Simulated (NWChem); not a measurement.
System: CH₃FO₂Si₂; SMILES O=C1[SiH2]O[Si@@H]1F

Excerpt of the output:

```
             Northwest Computational Chemistry Package (NWChem) 7.3.0
             --------------------------------------------------------

                             Geometry "geometry" -> ""
                             -------------------------

 Output coordinates in angstroms (scale by  1.889725989 to convert to a.u.)

  No.       Tag          Charge          X              Y              Z
 ---- ---------------- ---------- -------------- -------------- --------------
    1 O                    8.0000    -2.09296700    -1.08670100     0.01420300
    2 C                    6.0000    -0.96727600    -0.66454600    -0.01704200
    3 Si                  14.0000     0.87603000    -1.36066600     0.24296600
    4 O                    8.0000     1.36225200     0.19496900    -0.22868900
    5 Si                  14.0000    -0.06148300     1.04405700    -0.44406200
    6 F                    9.0000    -0.23659800     2.19706300     0.66597900
    7 H                    1.0000     1.30906500    -1.69167300     1.62460100
    8 H                    1.0000     1.34318300    -2.39655100    -0.71315700
    9 H                    1.0000    -0.14264800     1.70006200    -1.77117500

 Effective nuclear repulsion energy (a.u.)     363.4789632661

                              NWChem Property Module
                              ----------------------

  itol2e modified to match energy
  convergence criterion.

                                 NWChem DFT Module
                                 -----------------

 Summary of "ao basis" -> "ao basis" (spherical)
 ------------------------------------------------------------------------------
       Tag                 Description            Shells   Functions and Types
 ---------------- ------------------------------  ------  ---------------------
 O                          pcsseg-1                 7       17   3s3p1d
 C                          pcsseg-1                 7       17   3s3p1d
 Si                         pcsseg-1                10       24   4s5p1d
 F                          pcsseg-1                 7       17   3s3p1d
 H                          pcsseg-1                 3        5   2s1p

  itol2e modified to match energy
  convergence criterion.

            General Information
            -------------------
          SCF calculation type: DFT
          Wavefunction type:  closed shell.
          No. of atoms     :     9
          No. of electrons :    62
           Alpha electrons :    31
            Beta electrons :    31
          Charge           :     0
          Spin multiplicity:     1
          Use of symmetry is: off; symmetry adaption is: off
          Maximum number of iterations: 150
          AO basis - number of functions:   131
                     number of shells:    57
          Convergence on energy requested:  1.00D-07
          Convergence on density requested:  1.00D-05
          Convergence on gradient requested:  5.00D-04

              XC Information
              --------------
                        BHLYP Method XC Functional
                     Hartree-Fock (Exact) Exchange  0.500
                        Slater Exchange Functional  0.500 local
                    Becke 1988 Exchange Functional  0.500 non-local
              Lee-Yang-Parr Correlation Functional  1.000

[...]

          -----------------------------------------
          Chemical Shielding Tensors (GIAO, in ppm)
          -----------------------------------------

                                NWChem CPHF Module
                                ------------------

  scftype          =     RHF
  nclosed          =       31
  nopen            =        0
  variables        =     3100
  # of vectors     =        3
  tolerance        = 0.10D-03
  level shift      = 0.00D+00
  max iterations   =       50
  max subspace     =       30

 SCF residual:    9.8735645902171980E-005

Iterative solution of linear equations
  No. of variables     3100
  No. of equations        3
  Maximum subspace       30
        Iterations       50
       Convergence  1.0D-04

   iter   nsub   residual    time
   ----  ------  --------  ---------
     1      3    1.84D+00      98.1
     2      6    8.03D-01     107.6
     3      9    8.57D-02     117.6
     4     12    2.14D-02     127.4
     5     15    3.30D-03     137.5
     6     18    1.37D-04     147.0
     7     21    1.09D-05     156.5

      Atom:    1  O
        Diamagnetic
    415.7513      9.4674     -1.3614
      9.4674    395.0485      1.3016
     -1.3614      1.3016    396.7916

        Paramagnetic
  -2502.4693   -664.4750     25.1283
   -664.4750  -1163.5129    250.3949
     25.1283    250.3949   -155.6634

        Total Shielding Tensor
  -2086.7180   -655.0076     23.7669
   -655.0076   -768.4645    251.6965
     23.7669    251.6965    241.1282

           isotropic =    -871.3514
          anisotropy =   -2236.3128

          Principal Components and Axis System
                 1           2           3
            -2362.2266   -560.1666    308.3390

      1         0.9214     -0.3836     -0.0624
      2         0.3859      0.8843      0.2630
      3        -0.0457     -0.2664      0.9628

      Atom:    2  C
        Diamagnetic
    270.8644      6.5911      0.1720
      6.5911    254.6084     -3.5065
      0.1720     -3.5065    239.3752

        Paramagnetic
   -511.2944    -69.1219      0.1494
    -69.1219   -385.4197     43.6029
      0.1494     43.6029   -220.2126

        Total Shielding Tensor
   -240.4301    -62.5308      0.3215
    -62.5308   -130.8113     40.0964
      0.3215     40.0964     19.1626

           isotropic =    -117.3596
          anisotropy =    -228.6335

          Principal Components and Axis System
                 1           2           3
             -269.7819   -112.3966     30.0997

      1         0.9037     -0.4239     -0.0597
      2         0.4239      0.8666      0.2631
      3        -0.0598     -0.2631      0.9629

      Atom:    3  Si
        Diamagnetic
    878.9434     -0.1441      0.0582
     -0.1441    882.3270     -2.7849
      0.0582     -2.7849    872.8925

        Paramagnetic
   -505.1526     85.8401    -25.7630
     85.8401   -465.4494    -30.4393
    -25.7630    -30.4393   -540.4327

        Total Shielding Tensor
    373.7909     85.6960    -25.7049
     85.6960    416.8776    -33.2243
    -25.7049    -33.2243    332.4598

           isotropic =     374.3761
          anisotropy =     180.3072

          Principal Components and Axis System
                 1           2           3
              494.5809    321.5771    306.9702

      1         0.5951      0.1625      0.7871
      2         0.7635      0.1913     -0.6168
      3        -0.2508      0.9680     -0.0102

      Atom:    4  O
        Diamagnetic
    401.4836     -5.4755      1.1866
     -5.4755    409.1828     -7.6789
      1.1866     -7.6789    383.9611

        Paramagnetic
   -180.6948    -17.5293     16.4493
    -17.5293   -257.6877     70.2200
     16.4493     70.2200   -121.9896

        Total Shielding Tensor
    220.7887    -23.0048     17.6359
    -23.0048    151.4951     62.5411
     17.6359     62.5411    261.9715

           isotropic =     211.4184
          anisotropy =     119.1424

          Principal Components and Axis System
                 1           2           3
              290.8467    227.7142    115.6944

      1         0.1008      0.9604      0.2599
      2         0.3935     -0.2784      0.8762
      3         0.9138      0.0139     -0.4059

      Atom:    5  Si
        Diamagnetic
    877.2080     -2.0032     -0.1599
     -2.0032    881.4390      1.6613
     -0.1599      1.6613    873.0150

        Paramagnetic
   -396.4662    -27.8074     19.4473
    -27.8074   -544.6897    -18.9927
     19.4473    -18.9927   -542.9594

        Total Shielding Tensor
    480.7418    -29.8106     19.2874
    -29.8106    336.7493    -17.3314
     19.2874    -17.3314    330.0556

           isotropic =     382.5156
          anisotropy =     160.9315

          Principal Components and Axis System
                 1           2           3
              489.8033    342.1219    315.6215

      1         0.9689      0.2453      0.0315
      2        -0.2045      0.7228      0.6601
      3         0.1392     -0.6460      0.7505

      Atom:    6  F
        Diamagnetic
    464.6325     -2.5966     -2.2593
     -2.5966    480.3390     14.5248
     -2.2593     14.5248    473.6594

        Paramagnetic
   -107.5202    -31.5931     -1.3536
    -31.5931   -162.8104     35.8646
     -1.3536     35.8646   -147.0967

        Total Shielding Tensor
    357.1123    -34.1897     -3.6129
    -34.1897    317.5287     50.3894
     -3.6129     50.3894    326.5627

           isotropic =     333.7345
          anisotropy =      89.4267

          Principal Components and Axis System
                 1           2           3
              393.3523    342.4700    265.3813

      1         0.6227      0.7390      0.2570
      2        -0.6080      0.2504      0.7534
      3        -0.4924      0.6254     -0.6053

      Atom:    7  H
        Diamagnetic
     24.8443     -1.8295      4.4747
     -1.8295     25.1751     -4.9164
      4.4747     -4.9164     34.3389

[...]
```

Level: BHandHLYP/pcSseg-1, GIAO. Geometry: optimised at B3LYP/6-31G* (spherical d). The printed shielding anisotropy is the first printed principal value minus the mean of the other two.

Question: Write an input that gives this output.

Answer: Several could match; the one computed here: the input that was run:
```
start job
memory heap 200 mb stack 900 mb global 1100 mb
geometry units angstroms noautosym nocenter noautoz
  O     -2.092967    -1.086701     0.014203
  C     -0.967276    -0.664546    -0.017042
  Si     0.876030    -1.360666     0.242966
  O      1.362252     0.194969    -0.228689
  Si    -0.061483     1.044057    -0.444062
  F     -0.236598     2.197063     0.665979
  H      1.309065    -1.691673     1.624601
  H      1.343183    -2.396551    -0.713157
  H     -0.142648     1.700062    -1.771175
end
basis spherical
  * library pcsseg-1
end
dft
  xc bhlyp
  iterations 150
end
property
  shielding
end
task dft property
```
